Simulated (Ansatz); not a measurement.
Al₂Cl₂H₄S₂ (`[Cl][Al@H-]1[SH+][Al@@H-]([Cl])[SH+]1`), relaxed with RKS PBE-D4/def2-SVP in the Gaussian-basis code of Ansatz from a rough embedded geometry. The force threshold is 0.03 eV/Å; the program also tests the step.

Total charge 0; spin multiplicity 1.

Start:

```xyz
10

Cl    2.950   -0.530    0.594
Al    1.241    0.800    0.215
S    -0.428    0.336    1.632
Al   -1.445   -0.098   -0.292
Cl   -1.943   -2.322   -0.294
S     0.182    0.282   -1.698
H     1.686    2.364    0.245
H    -0.124   -0.745    2.299
H    -2.788    0.791   -0.532
H     0.669   -0.879   -2.170
```

```tsv
step	energy (eV)	largest force (eV/Å)	largest move (Å)
1	-59935.6977	3.959	0.000
2	-59936.6580	1.155	0.195
3	-59936.7822	0.382	0.092
4	-59936.8110	0.369	0.194
5	-59936.8251	0.062	0.029
6	-59936.8258	0.015	0.010
```

End:

```xyz
10

Cl    2.845   -0.609    0.544
Al    1.369    0.897    0.231
S    -0.447    0.407    1.707
Al   -1.617   -0.171   -0.296
Cl   -1.848   -2.290   -0.284
S     0.200    0.318   -1.772
H     1.677    2.450    0.249
H    -0.032   -0.874    1.936
H    -2.807    0.843   -0.545
H     0.659   -0.969   -1.771
```

Hardware: 4 threads of an Arm Neoverse V2 on a shared host. Wall time 13 s, peak host memory 0.2 GiB.
